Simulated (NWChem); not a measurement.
System: germanium monoxide (GeO, singlet); SMILES [O]=[Ge]

```xyz
2

Ge     0.0000     0.0000     0.3247
O      0.0000     0.0000    -1.2988
```
Atoms are numbered in this order, from 1.

All runs: NWChem. Low-valent species are run as closed-shell singlets; no triplet was tried in these runs. The geometry was optimised at PBE0/def2-SVP. Total energies compare along this basis series because the functional is fixed.

```csv
level,basis functions,energy (Ha),highest occupied level (eV),orbital gap (eV),dipole (D)
PBE0/pcseg-1,41,-2151.6252,-8.58,6.54,3.36
PBE0/aug-pcseg-1,59,-2151.6317,-8.65,6.47,3.40
PBE0/pcseg-2,73,-2151.9529,-8.50,6.42,3.46
PBE0/STO-3G,23,-2126.9242,-3.82,5.93,0.78
PBE0/def2-SVP,46,-2151.5591,-8.45,6.58,3.04
```
